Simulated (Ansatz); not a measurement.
Mulliken charges of CH6OSSn (`C[O][SnH2][SH]`) from r2SCAN/def2-TZVPP in Ansatz (PBE0-D4/def2-TZVP geometry).

| atom | x (Å) | y (Å) | z (Å) | charge (e) |
| --- | --- | --- | --- | --- |
| C1 | -1.091 | -1.147 | 0.808 | 0.016 |
| O2 | -0.587 | 0.158 | 0.689 | -0.541 |
| Sn3 | 1.058 | 0.464 | -0.343 | 0.873 |
| S4 | 1.032 | 2.776 | -0.918 | -0.378 |
| H5 | -2.099 | -1.088 | 1.230 | 0.054 |
| H6 | -0.484 | -1.770 | 1.480 | 0.047 |
| H7 | -1.165 | -1.667 | -0.158 | 0.045 |
| H8 | 0.945 | -0.563 | -1.705 | -0.119 |
| H9 | 2.419 | 0.198 | 0.647 | -0.112 |
| H10 | -0.030 | 2.640 | -1.730 | 0.115 |

By hand: the dipole of these point charges (1 e Å = 4.8032 D).

Σ q r = (0.258, -0.617, -0.252) e Å, of length 0.715 e Å = 3.43 D.

How does the dipole of the full density compare? (Estimate.)

Ansatz gave: (0.064, -0.371, -0.176) e Å, 2.00 D; the point charges give 1.72 times that, at 13° from its direction.

Point charges leave out the atoms' own dipoles, such as those of lone pairs, and Mulliken's split depends on the basis, so the two needn't agree.
